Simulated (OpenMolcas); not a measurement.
An OpenMolcas run meant for Br VI (ANO-RCC-VDZP, DKH3; inactive shells 1s 2s 2p 3s 3p 3d; intended active space 2 electrons in 8 orbitals (4s 4p 5s 5p)). One step of its input:

```
&CASPT2
Multistate=1 1
Frozen=23 26
IPEA=0.25
Imaginary=0.1
MaxIter=60
WThr=0.0 0.3 0.05
PrWF=0.5
NoMix
```

Lines from the output:

```
|       MOLCAS_SOURCE = <dir>
  |    MOLCAS_STRUCTURE = 0
  |
   --------------------------------------------------------------------------------------
++ ---------   Input file   ---------
>>> COPY JOB002 $Project.JobIph
&CASPT2
Multistate=1 1
Frozen=23 26
IPEA=0.25
Imaginary=0.1
MaxIter=60
WThr=0.0 0.3 0.05
PrWF=0.5
NoMix
-- ----------------------------------
>>> COPY JOB002 a.JobIph
*** symbolic link created: INPORB -> a.RasOrb
--- Start Module: caspt2 at  ---
()()()()()()()()()()()()()()()()()()()()()()()()()()()()()()()()()()()()()()()()()()()()()()()()()()
                                              &CASPT2
                                   only a single process is used
                       available to each process: 2.3 GB of memory, 1 thread
()()()()()()()()()()()()()()()()()()()()()()()()()()()()()()()()()()()()()()()()()()()()()()()()()()
 ###    WARNING: User changed nr of frozen orbitals.                         ###
 ###    ERROR: Too many frozen orbitals!                                     ###
--- Stop Module: caspt2 at  /rc=_RC_INPUT_ERROR_ ---
.####################.
.# User input error #.
.####################.
```

Task: What is wrong with the input?

Result: More orbitals are frozen than there are inactive ones.
